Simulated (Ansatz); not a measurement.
Reaction (ligand exchange at the Si–O bond): `O[Si](O)(O)[O][Ti]([Cl])([Cl])[Cl]` + H₂S → `O[Si](O)(O)S` + `[OH][Ti]([Cl])([Cl])[Cl]`

Computed with Ansatz on PBE0-D4/def2-TZVP structures; ΔE is electronic, products minus reactants. CBS: MP2 limit from def2 TZ/QZ plus the TZ coupled-cluster correction, frozen cores. This one scheme is used for every species. DFT in def2-TZVPP. For Ti outer-core shells are correlated without core-valence functions, which leaves a few kJ/mol of doubt a bond. Scalar relativity is left out up to krypton. One conformer a species, not always the lowest.

```tsv
level	ΔE (kJ/mol)
LDA (SPW92)	66.0
PBE-QIDH	77.5
PBE	61.6
revPBE	59.9
r2SCANh	75.9
RPA@PBE/def2-TZVPP	89.6
HF/def2-TZVPP	97.2
CCSD(T)/def2-TZVPP	89.0
```

Task: What does CCSD(T)/CBS give? (An estimate is asked.)

Result: Computed: +83.4 kJ/mol. The listed levels differ from it by -17.4, -5.9, -21.8, -23.5, -7.5, 6.2, 13.8, 5.6 kJ/mol.

Largest T1 diagnostic among the species: 0.024, so the coupled-cluster value is less sure than usual.

In def2-TZVPP, CCSD(T) changes the Hartree–Fock value by −8.3 kJ/mol (the triples alone add −1.7 kJ/mol) and MP2 by −12.4 kJ/mol. Leaving LDA and LC-ωPBE aside and taking each functional with its dispersion term where it has one, the values, not all of them listed here, spread over 26.7 kJ/mol, from PBE-D4 to BHLYP-D4. LDA lies +4.4 kJ/mol from PBE without D4.

CCSD(T)/CBS has its own doubt, a few kJ/mol and more with outer-core shells, so smaller differences from it don't rank the levels.
